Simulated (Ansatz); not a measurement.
Abridged output of a molecular run in Ansatz:

```
Functional definition: HF
1323 factors; integrals over basis functions are off by at most 7.4e-4 eV
mean field evaluation 1: about -18882.5132 eV, gradient 4.2e1 eV
mean field evaluation 2: about -18882.7652 eV, gradient 4.3e1 eV
mean field evaluation 4: about -18887.1236 eV, gradient 5.5e0 eV
mean field evaluation 8: about -18887.2660 eV, gradient 6.7e-1 eV
mean field evaluation 16: about -18887.2690 eV, gradient 1.3e-6 eV
mean field -18887.26902693 eV, -694.0943344887 hartree, gradient 2.1e-6 eV, S^2 0.000000; 0 other end points of the search recorded, 0 dependent functions left out; unrestricted orbitals would lower it
unrestricted determinant -18889.49207717 eV, -694.1760300785 hartree, S^2 0.9884
12 core orbitals not correlated: weight in the atoms' cores, before any rotation towards them, 1.000 or more for the frozen orbitals, at most 0.000 for the correlated occupied ones
reference -18887.26902693 eV, -694.0943344887 hartree; 12, 12 occupied and 206, 206 virtual orbitals, 1323 factors
second order -18.64022059 eV of doubles, -0.00000000 eV of singles
cycle   1  -18.72783385 eV  change    -1.0e0 eV  update   1.7e-1
cycle   2  -19.40325459 eV  change   -6.8e-1 eV  update   7.6e-2
cycle   3  -19.48029183 eV  change   -7.7e-2 eV  update   7.4e-2
cycle   4  -19.61830920 eV  change   -1.4e-1 eV  update   4.0e-2
cycle   5  -19.80230194 eV  change   -1.8e-1 eV  update   4.1e-2
cycle   6  -19.74379690 eV  change    5.9e-2 eV  update   8.2e-3
cycle   7  -19.74335039 eV  change    4.5e-4 eV  update   5.3e-3
cycle   8  -19.75390349 eV  change   -1.1e-2 eV  update   2.1e-3
cycle   9  -19.75236773 eV  change    1.5e-3 eV  update   7.2e-4
cycle  10  -19.75215125 eV  change    2.2e-4 eV  update   2.1e-4
cycle  11  -19.75224126 eV  change   -9.0e-5 eV  update   8.0e-5
cycle  12  -19.75220869 eV  change    3.3e-5 eV  update   2.3e-5
cycle  13  -19.75222237 eV  change   -1.4e-5 eV  update   9.5e-6
cycle  14  -19.75223179 eV  change   -9.4e-6 eV  update   4.3e-6
cycle  15  -19.75223477 eV  change   -3.0e-6 eV  update   1.7e-6
perturbative correction -1.25046329 eV, -0.0459536785 hartree
WARN: these amplitudes may be one of several solutions (largest doubles amplitude 0.39, level shift 1.79 eV)
Total energy: -18908.27172499 eV, -694.8661694066 hartree
```

Its atoms:

```xyz
10

C    -0.656    0.786   -1.448
Si    0.929    0.394   -0.563
O     0.745   -0.492    0.753
Si   -0.003   -1.326    1.997
H    -1.331    1.367   -0.818
H    -1.154   -0.157   -1.705
H    -0.463    1.342   -2.368
H     2.009   -0.142   -1.435
H     1.019   -1.352    3.095
H    -1.096   -0.419    2.491
```

(1) Which basis set was used?
A. def2-TZVPPD
B. def2-SVPD
C. def2-QZVPP
D. def2-TZVPP

(2) Write the keys of the input that set method, charge and spin (a neutral closed shell needs none for the last two).

Answers

(1) D. It gives 230 functions.

(2) 
```yaml
correlation: {method: ccsd_t}
```
